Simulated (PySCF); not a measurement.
CAgO, SMILES O=[C+][Ag], charge +1, multiplicity 1. Coordinates come from a PBE0-D3(BJ)/def2-TZVP optimisation. The spin state was assumed, not searched. The def2 effective core potentials stand for the cores of Ag; spin–orbit coupling is left out.

These are PBE0-D3(BJ)/def2-TZVP in PySCF values and carry that method's errors.

Harmonic wavenumbers (cm⁻¹): 232, 232, 264, 2342. Rotational constants (GHz): 2.830 (linear); symmetry number 1.

Q: Work out the zero-point energy and the ideal-gas rigid-rotor harmonic-oscillator thermochemistry at 298.15 K and 1 atm.

A: ZPE = ½ Σ hcν = ½ × 3070 cm⁻¹ = 4.39 kcal/mol. H − E(el) = 7.40 kcal/mol. Entropy in cal/(mol K): translation 40.63, rotation 17.28, vibration 5.37, total 63.27. G − E(el) = -11.47 kcal/mol. Cp = 12.28 cal/(mol K).
